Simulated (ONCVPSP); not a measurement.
Pseudopotential generation for helium (He): ONCV, PBE, scalar-relativistic.

ONCVPSP 4.0.1 input, shortened (lines: element, Z, core and valence counts, functional; n l f; lmax; l rc ep ncon nbas qcut; lloc lpopt rc5 dvloc0; l nproj debl; icmod fcfact rcfact), PBE, scalar-relativistic:

```
  He 2.00    0    1        4      upf
    1    0    1.00
    1
    0    0.75    0.00    4    7   14.60
    1    0.80    0.36    4    8   10.20
    4    5    0.65    4.00
    0    3    2.20
    1    1    3.30
    0    0.00    0.00
```

All-electron outer shells of the reference configuration (PBE, scalar-relativistic, ld1.x):

| shell | level (eV) | outermost node (bohr) | outermost maximum (bohr) |
| --- | --- | --- | --- |
| 1s | -39.13 | – | 0.51 |

Results:

```json
{
  "Cutoffs needed": "65 Ha and 83 Ha (the cutoffs (Ha) at which the residual kinetic energy of the hardest occupied pseudo-wave falls to 1 and 0.1 mHa per electron)",
  "Ghost test": "no bound ghost flagged; no localised positive-energy state flagged",
  "Largest excitation error": "+16 meV (all-electron minus pseudo) for 1s2, out of 2 test configurations"
}
```

Generation and tests took about 3.4 s on one core of a shared server CPU.
